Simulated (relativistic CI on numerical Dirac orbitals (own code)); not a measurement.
One change at a time: Lu XXXII

Base calculation: Dirac-Coulomb-Breit CI, separate exchange-only KLI orbitals for each configuration, QED by a radiative potential, unscaled Slater integrals.

CI space (outside the closed core [Ar] 3d10): 4s²4p⁶4d⁴, 4s²4p⁵4d⁵, 4s²4p⁶4d³4f, 4s4p⁶4d⁵, 4s4p⁶4d⁴4f, 4s²4p⁶4d³5s, 4s²4p⁶4d³5d, 4s²4p⁶4d³5g, 4p⁶4d⁶, 4p⁵4d⁷, 4s²4p⁶4d²5s², 4s²4p⁶4d4f5s², 4s4p⁶4d²4f5s², 4s²4p⁶4d5s²5d. Double excitations out of closed p, d and f shells are left out; levels of such configurations are missing from the list, as are those of other unlisted configurations, and high levels can miss mixing partners.

Variants: (1) only the first 3 configurations. Shifts of the energy above 4s²4p⁶4d⁴ ³P0, in cm⁻¹, for the lowest level and the first level of each name with at least 55 % of one term (blank where a level changes its place among those of its configuration and J or its character, or is not in the variant):

| Level | Base | Δ(1) |
| --- | --- | --- |
| 4s²4p⁶4d⁴ ³P0 | 0 | 0 |
| 4s²4p⁶4d⁴ ⁵D1 | 86324 | -851 |
| 4s²4p⁶4d⁴ ⁵D2 | 124072 | -354 |
| 4s²4p⁶4d⁴ ⁵D0 | 201764 | +203 |
| 4s²4p⁶4d⁴ ³H5 | 232655 | -1012 |
| 4s²4p⁶4d⁴ ³G4 | 256194 | +856 |
| 4s²4p⁶4d⁴ ³D1 | 348940 | +1543 |
| 4s²4p⁶4d⁴ ³G5 | 351830 | -273 |
| 4s²4p⁶4d⁴ ¹S0 | 420393 | +5487 |
| 4s²4p⁶4d⁴ ¹D2 | 441140 | +2573 |

At this charge energies of transitions that change n are usually good to better than 1 %, and those within a shell (Δn = 0) to a few per cent. Terms inside the open d or f shell come out 10 to 20 % too wide with unscaled integrals.

Ionisation energy from the two ground configurations alone: base 1242.58 eV. The NIST ASD value (theoretical) is 1242 eV.

LS names give the leading component of a level, which can be under half, so a name can repeat, a term be missing and a line seem to break the LS rules.
